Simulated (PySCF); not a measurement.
## Vibration and rotation of TlAs⁺

UHF-CCSD(T) constants of TlAs⁺, ⁴Σ⁻ (quartet), unpaired electrons σ ↑, π ↑↑ (PySCF, scalar-relativistic core potentials, basis sets Tl def2-SVP with ECP60, As def2-SVP; masses 204.9744 and 74.9216 u):

- ωe: 57.6 cm⁻¹
- ωexe: 0.445 cm⁻¹
- Be: 0.026753 cm⁻¹
- αe: 0.000229 cm⁻¹

Question: What force constant and bond length do these constants imply?

Answer: Reduced mass μred = 54.867 u; k = 5.8918×10⁻⁷·μred·ωe² (u, cm⁻¹, mdyn/Å) = 0.107 mdyn/Å; Re = √(16.8576/(μred·Be)) (u, cm⁻¹, Å) = 3.389 Å.

Question: Estimate the centrifugal constant D from the Kratzer relation and find the Dunham coefficient a1.

Answer: D = 4Be³/ωe² = 2.31e-08 cm⁻¹; a1 = −1 − αeωe/(6Be²) = -4.07.

Correlated steps freeze 13 core orbitals. Spin–orbit coupling is left out, which matters for elements this heavy, above all for dissociation energies. The state is the lowest determinant that a PBE0 search found; another state may lie lower at other levels.
